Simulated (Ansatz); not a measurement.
Ideal-gas functions of CH$_{4}$OSSi, SMILES `O=CS[SiH3]` at 600 K and 1 bar, from an Ansatz frequency run at PBE0-D4/def2-TZVP.

Molar mass 92.2 g/mol, point group Cs (symmetry number 1), electronic degeneracy 1, moments of inertia 74.304, 132.654, 200.899 u Å². Harmonic wavenumbers (cm⁻¹, unscaled): 132, 184, 224, 451, 508, 609, 646, 771, 900, 934, 940, 952, 1362, 1769, 2244, 2263, 2273, 2987.

Use S(trans) = R[1.5 ln M + 2.5 ln T − 1.1517]; rotational temperatures θ = 24.2544 K / I; S(rot) = R[ln(√π/σ · √(T³/θAθBθC)) + 1.5]; for each mode x = 1.438777 ν̃/T, S = R[x/(eˣ − 1) − ln(1 − e⁻ˣ)] and H = RT x/(eˣ − 1); 1 cm⁻¹ = 0.0119627 kJ/mol; R = 8.31446 J/(mol·K).

Question: By hand: the entropy, in J/(mol·K).

Answer: Translation 179.8. Rotation: θ = 0.3264, 0.1828, 0.1207 K, giving 117.5. Vibration, mode by mode: 17.91, 15.18, 13.58, 8.06, 7.17, 5.87, 5.46, 4.30, 3.36, 3.16, 3.12, 3.05, 1.40, 0.63, 0.25, 0.24, 0.23, 0.05, in all 93.0. Electronic 0.0. Sum 390.3 J/(mol·K).

Question: By hand: H − E and G − E in kJ/mol, counted from the electronic energy.

Answer: Zero-point energy ½ × 20149 × 0.0119627 = 120.5; thermal vibration 30.0; translation, rotation and pV give 4 RT = 20.0. H − E = 170.5 kJ/mol, and G − E = 170.5 − 600 × 390.3/1000 = -63.7 kJ/mol.

Vibration gives 24 % of the entropy, 17.9 J/(mol·K) of it from the mode under 150 cm⁻¹: soft modes count most, and the harmonic formula is weakest for them. The sum counts one conformer and one mirror image; others add a mixing term.
